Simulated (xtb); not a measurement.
BCl₂ (SMILES Cl[B]Cl), doublet, geometry from GFN2-xTB. Base run: xtb with GFN2-xTB.

Geometry (Å):
```xyz
3

B     -0.0107     0.7114    -0.0627
Cl     1.4857    -0.0845    -0.0144
Cl    -1.4826    -0.1248     0.0328
```
Charge 0, spin multiplicity 2.
All else is at xtb's defaults.
Base energy -10.30937 Eh.

The base run was repeated with changes; each row names its change, and settings that it needs were set with it.

| change | ΔE vs base (mEh) | dipole (D) | G_solv (kcal/mol) | SCF cycles |
|---|---|---|---|---|
| base | 0.000 | 0.13 | - | 13 |
| alpb = ether | -5.353 | 0.09 | -3.37 | 14 |
| gbsa = toluene | -5.089 | 0.09 | -3.21 | 14 |
| alpb = acetone | -5.010 | 0.10 | -3.16 | 14 |
| alpb = hexane | -4.939 | 0.08 | -3.13 | 14 |
| etemp = 10000 | -34.903 | 0.07 | - | 14 |
| acc = 0.1 | 0.000 | 0.13 | - | 15 |
| acc = 30 | 0.000 | 0.13 | - | 10 |

ALPB and GBSA are two models with their own fitted parameters for each solvent, which aren't always the measured dielectric constant.
